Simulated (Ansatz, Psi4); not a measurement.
The Ansatz (an electronic-structure program) input:
Ansatz 0.2 input:
```yaml
crystal:
  periodic: [false, false, false]
  atoms:
    - {symbol: In, position_ang: [-0.00000000, -0.00000000, -0.03940380]}
    - {symbol: H, position_ang: [0.00000000, 0.00000000, 1.93078643]}
basis:
  gaussian:
    orbitals: def2-SVP
hamiltonian:
  xc: pbe0
accuracy: high
```

**Question.** Convert this to an input for Psi4.

**Answer.** One answer among several that fit: 
```
memory 2 GB

molecule mol {
0 1
  In   -0.000000   -0.000000   -0.039404
  H     0.000000    0.000000    1.930786
}

set basis def2-svp
set reference rks
set scf_type pk
set puream true
set d_convergence 1e-8
set dft_radial_points 99
set dft_spherical_points 590

energy('pbe0')
print_variables()
```

Both were run: Ansatz gave -190.703497 Eh and Psi4 -190.703497 Eh, 0.000 mEh apart.
